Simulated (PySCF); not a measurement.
Level of theory: B3LYP-D3(BJ)/def2-TZVP // BP86-D3(BJ)/def2-SVP (PySCF). Isolated molecules, 0 K electronic values unless said otherwise. One relaxed conformer stands for a flexible species; it need not be the lowest. B3LYP has the VWN-RPA correlation part, as in Gaussian. 

Reference species: [Hf(OH)(NH2)3] (neutral, multiplicity 1).

The HOMO is -6.40 eV and the charge on the central atom (Mulliken) comes out as 1.44 e.

Changed species: [Hf(NH2)4] (4 of 4 OH replaced by NH2; the reference has 3 of 4 OH replaced by NH2).

### Question
Predict the effect on the HOMO and charge on the central atom (Mulliken).

### Answer
the HOMO hardly moves; the charge on the central atom (Mulliken) drops by 0.04 e, to 1.40 e.
